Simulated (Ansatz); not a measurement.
```xyz
6

C     0.2252    0.5324   -0.0294
C     0.1893   -0.8158    0.0827
Zn   -1.7395   -0.5243   -0.0780
O    -0.8407    1.2850   -0.1685
H     1.1877    1.0623   -0.0066
H     0.9780   -1.5395    0.1998
```

Charge 0, multiplicity 1.

Question: List the r2SCAN/def2-TZVPP orbital energies in eV (Ansatz). (An estimate is asked.)

Answer: Ansatz gave: Occupied: -9435.29, -1144.53, -1007.17, -1007.13, -1007.08, -515.14, -274.62, -272.85, -130.56, -86.37, -86.36, -86.20, -26.34, -18.87, -14.08, -12.93, -12.40, -12.35, -12.12, -12.08, -11.42, -10.27, -9.19, -7.29, -6.53, -5.08. Lowest empty: -3.66, -1.00, 0.58, 0.94, 1.83, 2.94, 3.47, 3.82.
